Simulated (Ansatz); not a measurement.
A made-up structure of MgGaH3, singlet:

```csv
atom,x (Å),y (Å),z (Å)
Mg1,0.4950,-1.5335,0.8056
Ga2,-0.3224,1.0000,-0.5250
H3,1.0216,-3.1663,1.6630
H4,-1.7683,1.1672,-1.5503
H5,0.5741,2.5326,-0.3933
```

It is relaxed with PBE-D4/def2-SVP and then PBE0-D4/def2-TZVP (Ansatz 0.2.0). Atoms count as bonded within 1.22 times the sum of their covalent radii (H–H: 0.88 Å). The end point is not checked to be a true minimum.

Q: Does its bonding change? (Judge from chemistry; the calculation decides.)

A: Computed: No: no bond forms or breaks.

Where it ends: The first stage lowers the energy by 0.58 eV in 5 steps. It ends as MgGaH₃ ([MgH][GaH2]):
Mg1  (0.442, -1.369, 0.719)
Ga2  (-0.288, 0.892, -0.469)
H3  (0.912, -2.827, 1.485)
H4  (-1.578, 1.044, -1.384)
H5  (0.512, 2.261, -0.352)
(Å)

Labels in which every atom is bracketed show which atoms are joined, not bond orders.

For scale, one of the runs: PBE0-D4/def2-TZVP relaxation, 98 basis functions, launched by `ansatz run in.yaml --threads 2 --pin off --events-out ev --progress --plain --max-ram 4352MiB`. The run took about 5.5 s on 2 CPU threads of an Arm Neoverse V1 (shared host).
